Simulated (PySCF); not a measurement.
A geometry optimisation on [IrF6]3-, `[F][Ir-3]([F])([F])([F])([F])[F]`.

Computed with PBE0-D3(BJ)/def2-SVP geometry optimisation, gas phase, def2 core potentials past Kr (PySCF 2.14.0). Start geometry: GFN2-xTB. A driver script takes a list of jobs; this job's settings line and coordinates (Å) are shown.

Input:
```
{"job": {"xc": "PBE0", "basis": "def2-SVP", "d3": "d3bj", "grid": 1, "maxiter": 40, "kind": "geom"}, "charge": -3, "multiplicity": 1}
Ir     0.000470     0.000040    -0.000380
F     -0.019500    -0.010110     2.024420
F      0.019610     0.010460    -2.024830
F      2.024630     0.005400     0.019550
F     -2.023740    -0.006330    -0.019110
F     -0.006620     2.025520     0.010430
F      0.005150    -2.024970    -0.010070
```

Question: Estimate the output.

Answer: 
```
step   0  E = -702.08723710  max force = 0.011601
step   1  E = -702.08903040  max force = 0.003212
step   2  E = -702.08923040  max force = 0.000296
step   3  E = -702.08923458  max force = 0.000072
optimisation converged
```

Energies in Eh; «max force» is the largest Cartesian gradient component in Eh/bohr.

Question: How much energy does the optimisation release, in kJ/mol?

Answer: E(step 0) − E(last step) = 0.001997 Eh, which is 5.2 kJ/mol.

Question: Give the first gradient maximum in eV/Å.

Answer: With 1 Eh/bohr = 51.422 eV/Å, 0.597 eV/Å.

In short: final energy -702.08923 Eh after 3 steps.

Question: Give the final coordinates.

Answer: 0.030 Å rms from the input after alignment:
```
atom  x, y, z in Å
Ir1    0.0000    0.0000    0.0000
F2    -0.0270   -0.0144    2.0569
F3     0.0271    0.0145   -2.0570
F4     2.0570    0.0082    0.0271
F5    -2.0569   -0.0084   -0.0271
F6    -0.0082    2.0571    0.0142
F7     0.0080   -2.0570   -0.0142
```

The ion is multiply charged and computed in the gas phase, without counter-ions or solvent; whether it holds all its electrons wasn't checked.

Question: Estimate the wall time. Hardware: one thread of an x86-64 server (shared host).

Answer: About 26 s.
Labels such as C1 count atoms from 1, the log's own numbers from 0.
